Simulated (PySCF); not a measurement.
Vertical excitations of a molecule CH10FNSi3 from TDA-PBE/def2-SVPD in PySCF, as energy in eV (oscillator strength): 5.32 (0.031), 5.54 (0.003), 6.05 (0.014), 6.44 (0.025), 6.59 (0.028), 6.69 (0.009). Lowest triplet (TDA): 5.06 eV. Geometry optimised at r2SCAN-D4/def2-SVP. Other conformers were not sampled.

Q: Pick the molecule that these values belong to.
(A) F[SiH2]C[SiH2]N[SiH3]
(B) N[SiH2][C@H]([SiH3])[SiH2]F
(C) F[SiH2]NC[SiH2][SiH3]
(D) C[SiH2][SiH2]N[SiH2]F

A: A, F[SiH2]C[SiH2]N[SiH3]
